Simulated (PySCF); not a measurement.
hydrogen selenide (H₂Se), singlet, geometry from GFN2-xTB; PySCF with PBE0-D3ZERO/6-311G**.

Input for PySCF:
```python
from pyscf import gto, scf, dft

mol = gto.M(
    atom='''
Se   -0.002122    0.055731   -0.001401
H    -0.991565   -0.986707    0.017580
H     1.063712   -0.908138    0.030069
''',
    basis='6-311g**',
    charge=0,
    spin=0,
    verbose=4,
)

mf = dft.RKS(mol)
mf.xc = 'pbe0'
mf.disp = 'd3zero'
mf.kernel()
```

Output, abridged:

```
PySCF version 2.14.0

[INPUT] verbose = 4
[INPUT] num. atoms = 3
[INPUT] num. electrons = 36
[INPUT] charge = 0
[INPUT] spin (= nelec alpha-beta = 2S) = 0
[INPUT] symmetry False subgroup None
[INPUT] Mole.unit = angstrom
[INPUT] Symbol           X                Y                Z      unit          X                Y                Z       unit  Magmom
[INPUT]  1 Se    -0.002122000000   0.055731000000  -0.001401000000 AA   -0.004009998836   0.105316326648  -0.002647506301 Bohr   0.0
[INPUT]  2 H     -0.991565000000  -0.986707000000   0.017580000000 AA   -1.873786284704  -1.864605995191   0.033221385270 Bohr   0.0
[INPUT]  3 H      1.063712000000  -0.908138000000   0.030069000000 AA    2.010124355413  -1.716132103310   0.056822174840 Bohr   0.0

nuclear repulsion = 25.291909656863
number of shells = 26
number of NR pGTOs = 100
number of NR cGTOs = 56
basis = 6-311g**
ecp = {}

******** <class 'pyscf.dft.rks.RKS'> ********
method = RKS
initial guess = minao
damping factor = 0
level_shift factor = 0
DIIS = <class 'pyscf.scf.diis.CDIIS'>
diis_start_cycle = 1
diis_space = 8
diis_damp = 0
SCF conv_tol = 1e-09
SCF conv_tol_grad = None
SCF max_cycles = 50
direct_scf = True
direct_scf_tol = 1e-13
XC library pyscf.dft.libxc version 7.1.2
    S. Lehtola, C. Steigemann, M. J. T. Oliveira, and M. A. L. Marques,  SoftwareX 7, 1–5 (2018)
XC functionals = pbe0
    C. Adamo and V. Barone,  J. Chem. Phys. 110, 6158 (1999)
    M. Ernzerhof and G. E. Scuseria,  J. Chem. Phys. 110, 5029 (1999)
radial grids:
    Treutler-Ahlrichs [JCP 102, 346 (1995); DOI:10.1063/1.469408] (M4) radial grids

becke partition: Becke, JCP 88, 2547 (1988); DOI:10.1063/1.454033
pruning grids: <function nwchem_prune>
grids dens level: 3
symmetrized grids: False
atomic radii adjust function: <function treutler_atomic_radii_adjust>
small_rho_cutoff = 0
Set gradient conv threshold to 3.16228e-05
Initial guess from minao.
tot grids = 40040
Calc dispersion correction with DFTD3.
Parameters: xc=pbe0, version=d3zero, atm=False
init E= -2399.50807390533
  HOMO = -0.274385375206375  LUMO = -0.0195799179850286  gap/eV = 6.93361
cycle= 1 E= -2402.39695632979  delta_E= -2.89  |g|= 1.66  |ddm|= 1.33
  HOMO = -0.254214934642009  LUMO = 0.0098102205800461  gap/eV = 7.18449
cycle= 2 E= -2402.40855219233  delta_E= -0.0116  |g|= 0.603  |ddm|= 0.364
  HOMO = -0.254416625447896  LUMO = 0.0126339332446208  gap/eV = 7.26682
cycle= 3 E= -2402.42041432439  delta_E= -0.0119  |g|= 0.266  |ddm|= 0.217
  HOMO = -0.263079758091354  LUMO = 0.0082178584671655  gap/eV = 7.38238
cycle= 4 E= -2402.42368743  delta_E= -0.00327  |g|= 0.0194  |ddm|= 0.0896
  HOMO = -0.259605308516657  LUMO = 0.00998661842812076  gap/eV = 7.33597
cycle= 5 E= -2402.42376726825  delta_E= -7.98e-05  |g|= 0.00205  |ddm|= 0.023
  HOMO = -0.259653832219506  LUMO = 0.00996885271022263  gap/eV = 7.33681
cycle= 6 E= -2402.42376867684  delta_E= -1.41e-06  |g|= 0.000375  |ddm|= 0.00219
  HOMO = -0.259742114075082  LUMO = 0.00992119829132454  gap/eV = 7.33791
cycle= 7 E= -2402.42376871709  delta_E= -4.02e-08  |g|= 1.22e-05  |ddm|= 0.000417
  HOMO = -0.259741210635045  LUMO = 0.00992302012837376  gap/eV = 7.33794
cycle= 8 E= -2402.42376871715  delta_E= -6.05e-11  |g|= 5.55e-07  |ddm|= 2.06e-05
  HOMO = -0.259741465973918  LUMO = 0.00992273961496704  gap/eV = 7.33794
Extra cycle  E= -2402.42376871715  delta_E= 1.36e-12  |g|= 4.87e-07  |ddm|= 1.32e-06
converged SCF energy = -2402.42376871715
```
